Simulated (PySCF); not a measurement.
B(OH)2(SiH3) (BH5O2Si), SMILES OB([SiH3])O. Atoms are numbered in the order given.

```xyz
9

B     -0.4760     0.1384    -0.2792
O     -1.4864    -0.7732    -0.3166
H     -2.2581    -0.5106    -0.8331
O     -0.5184     1.3464    -0.9056
H     -1.3279     1.5258    -1.3991
Si     1.2141    -0.3466     0.7431
H      1.8703     0.8655     1.3269
H      2.2057    -0.9955    -0.1759
H      0.9304    -1.3108     1.8521
```
Charge 0, spin multiplicity 1.

Geometry: PBE0-D3(BJ)/def2-SVP. Other conformers were not sampled.

All values below come from PySCF with PBE/def2-TZVP.

Isolated molecule, no solvent.

The total energy comes out as -467.61216 hartree, the highest occupied level comes out as -7.15 eV and the lowest empty level is -1.00 eV. The orbital gap is 6.14 eV. The dipole moment is 3.36 D. The quadrupole, principal values (traceless, Buckingham form, about the centre of nuclear charge) is -7.57, -2.78, 10.34 D·Å and the mean static polarisability comes out as 54.0 bohr³ (8.00 Å³). The polarisability, principal values is 43.8, 52.1, 66.1 bohr³.
